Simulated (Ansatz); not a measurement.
Geometry optimisation, RKS PBE-D4/def2-SVP in Ansatz 0.2.0.

Input:

```yaml
crystal:
  periodic: [false, false, false]
  atoms:
    - { symbol: B, position_ang: [-0.541966, 0.325015, -0.58273] }
    - { symbol: H, position_ang: [-1.227004, -0.990124, 1.373923] }
    - { symbol: Cl, position_ang: [-1.269954, -0.798221, -1.737999] }
    - { symbol: Cl, position_ang: [-1.48563, 1.745985, -0.116815] }
    - { symbol: H, position_ang: [-0.52488, -0.916961, 1.371862] }
    - { symbol: C, position_ang: [0.968392, 0.166077, -0.130143] }
    - { symbol: H, position_ang: [1.181222, 0.635026, 0.849479] }
    - { symbol: H, position_ang: [1.319855, -0.883126, -0.144795] }
    - { symbol: H, position_ang: [1.580066, 0.71633, -0.882882] }
basis:
  gaussian: { orbitals: def2-SVP }
hamiltonian:
  xc: pbe
  dispersion: d4
relax:
  f_tol: 0.03
  max_steps: 50
```

Run as:

```bash
$ ansatz run input.yaml --threads 2 --pin off --max-ram 3072MiB --backend cpu --events-out ev --progress --plain --runs-dir out
```

Task: Where does it end, and by what steps?

Result: The forces met the threshold. The force dipped under the threshold on the way, but the program's further checks kept it going. After 22 steps the energy has fallen by 0.222 eV; H5 moved furthest, 0.97 Å.

```
step  energy less start (eV)  largest force component (eV/Å)  accepted
   0                  0.0000                           2.585       yes
   1                 -0.1521                           0.257       yes
   2                 -0.1834                           0.364       yes
   3                 -0.2057                           0.120       yes
   4                 -0.2112                           0.033       yes
   5                 -0.2115                           0.059       yes
   6                 -0.2123                           0.010       yes
   7                 -0.1826                           0.972        no
   8                 -0.2124                           0.028       yes
   9                 -0.2120                           0.224        no
  10                 -0.2127                           0.063       yes
  11                 -0.2123                           0.187        no
  12                 -0.2131                           0.043       yes
  13                 -0.2134                           0.046       yes
  14                 -0.2139                           0.109       yes
  15                 -0.2142                           0.221       yes
  16                 -0.2177                           0.041       yes
  17                 -0.2184                           0.023       yes
  18                 -0.1808                           1.243        no
  19                 -0.2190                           0.235       yes
  20                 -0.2179                           0.247        no
  21                 -0.2214                           0.057       yes
  22                 -0.2224                           0.007       yes
```

```xyz
9
Properties=species:S:1:pos:R:3
B -0.441 0.487 -0.703
H -1.303 -1.531 1.439
Cl -1.307 -0.763 -1.604
Cl -1.313 1.980 -0.343
H -1.019 -1.304 2.116
C 1.052 0.301 -0.283
H 1.294 0.830 0.660
H 1.350 -0.762 -0.209
H 1.687 0.762 -1.074
```

The run took 36 s on 2 threads of Arm Neoverse V1, on a shared host, peak memory 0.12 GiB.
